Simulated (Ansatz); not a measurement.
Input for Ansatz (an electronic-structure program): R-CCSD(T)/def2-QZVPPD on H2O (SMILES O). The basis file is the Basis Set Exchange's JSON of that set.

Ansatz 0.2 input:
```yaml
crystal:
  periodic: [false, false, false]
  atoms:
    - {symbol: O, position_ang: [-0.00000000, 0.00000000, 0.38961139]}
    - {symbol: H, position_ang: [0.00000000, 0.76498632, -0.19485569]}
    - {symbol: H, position_ang: [0.00000000, -0.76498632, -0.19485569]}
basis:
  gaussian:
    orbitals: def2-QZVPPD.json
magnetization: {spin_polarized: false}
correlation: {method: ccsd_t, electrons: outside_noble_gas}
scf: {lower_state_search: off}
```

Program output:

```
WARN ansatz: RAYON_NUM_THREADS=4 ignored (pool sized by the plan → 4); use --threads N
Functional definition: HF
these checks for a lower state are left out or cut short: stability, starts, cluster_reference, orbital_swaps, neighbouring_geometries, increment
integrals: 0.24 GiB planned
775 factors; integrals over basis functions are off by at most 4.3e-4 eV
mean field: 0.19 GiB planned
mean field evaluation 1: about -2068.0261 eV, gradient 3.3e1 eV
mean field evaluation 2: about -2068.0262 eV, gradient 3.3e1 eV
mean field evaluation 4: about -2069.8719 eV, gradient 1.4e0 eV
mean field evaluation 8: about -2069.8796 eV, gradient 4.5e-5 eV
mean field -2069.87963684 eV, -76.0666736389 hartree, gradient 1.2e-6 eV, S^2 0.000000; 0 other end points of the search recorded, 0 dependent functions left out
1 core orbitals not correlated
reference -2069.87963684 eV, -76.0666736389 hartree; 4, 4 occupied and 127, 127 virtual orbitals, 775 factors
second order -7.71436070 eV of doubles, -0.00000000 eV of singles
coupled cluster: 0.51 GiB planned
cycle   1  -7.61954467 eV  change    9.5e-2 eV  update   4.6e-2
cycle   2  -7.76040361 eV  change   -1.4e-1 eV  update   1.3e-2
cycle   3  -7.79360077 eV  change   -3.3e-2 eV  update   5.8e-3
cycle   4  -7.78972277 eV  change    3.9e-3 eV  update   1.2e-3
cycle   5  -7.78960294 eV  change    1.2e-4 eV  update   4.8e-4
cycle   6  -7.78970352 eV  change   -1.0e-4 eV  update   1.1e-4
cycle   7  -7.78965268 eV  change    5.1e-5 eV  update   3.9e-5
cycle   8  -7.78964106 eV  change    1.2e-5 eV  update   1.1e-5
cycle   9  -7.78964034 eV  change    7.2e-7 eV  update   3.0e-6
perturbative correction -0.25179589 eV, -0.0092533284 hartree
Total energy: -2077.92107307 eV, -76.3621909700 hartree
Checks for a lower state left out: stability, starts, cluster_reference, orbital_swaps, neighbouring_geometries, increment
```

The run converged.

Cost: about 5 core-seconds (a rough figure).
